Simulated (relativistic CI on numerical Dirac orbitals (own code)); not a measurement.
## One change at a time: Zr²⁺

Base calculation: Dirac-Coulomb-Breit CI, separate exchange-only KLI orbitals for each configuration, model QED, valence Slater integrals scaled by 0.85, P86 correlation energy added to each configuration.

CI space (outside the closed core [Kr]): 4d², 4d5s, 5s², 4d5p, 4d4f, 5s5p, 4d5d, 4d6s, 4d6p, 4f², 5p², 4d7s, 4d6d, 4d7p, 4d5f, 4d5g, 5s6s, 4d7d, 4d6f, 4f5s, 5p6s, 4f5p. Levels of other configurations are missing.

The lowest level and the first level of each name with at least 55 % of one term (blank where a level has no safe partner in the second run):

| Level | Base (cm⁻¹) | Shift (cm⁻¹) |
| --- | --- | --- |
| 4d² ³F2 | 0.0 | 0.0 |
| 4d² ³F3 | 570.2 | -570.2 |
| 4d² ³F4 | 1261.7 | -1261.7 |
| 4d² ¹D2 | 6247.3 | -113.4 |
| 4d² ³P0 | 8511.1 | -233.8 |
| 4d² ³P1 | 8723.8 | -446.6 |
| 4d² ³P2 | 9147.7 | -870.5 |
| 4d² ¹G4 | 11579.7 | -575.7 |
| 4d5s ³D1 | 20768.7 | +5687.1 |
| 4d5s ³D2 | 21130.1 | +5325.8 |
| 4d5s ³D3 | 21769.3 | +4686.6 |
| 4d² ¹S0 | 24940.6 | +276.2 |
| 4d5s ¹D2 | 27525.3 | +4183.3 |
| 5s² ¹S0 | 51877.2 | +10898.4 |
| 4d5p ¹D°2 | 55017.6 | +3323.1 |
| 4d5p ³F°2 | 56741.2 | +3714.7 |
| 4d5p ³D°1 | 56880.5 | +3575.8 |
| 4d5p ³F°3 | 57218.5 | +3237.3 |
| 4d5p ³D°2 | 57592.2 | +2864.1 |
| 4d5p ³D°3 | 58413.1 | +2043.3 |
| 4d5p ³F°4 | 58642.6 | +1813.2 |
| 4d5p ³P°1 | 60766.9 | +3136.8 |

Correlation outside the listed configurations is missing or only estimated: errors of thousands of cm⁻¹ between configurations and terms are usual at this charge. Rates and lifetimes follow the computed energies and can be off by large factors. The fine structure of a lone outer electron comes out too small, for d and f at times inverted, and misplaced configurations move strength between like terms. 26 of the 26 excited levels that our extract of the measured tables holds in this range could be paired (the sources list more); they are missed by 1180 cm⁻¹ on average and 3370 at most, and levels without a partner can miss by more.

One thing was changed in a second run, which moved the levels as shown. Which?
A. Breit term removed
B. configuration mixing switched off
C. non-relativistic limit
D. QED terms removed
E. self-excluded LDA correlation estimate
F. no correlation estimate

C. Non-relativistic limit. Without relativity the fine structure collapses and s electrons lose their extra binding.
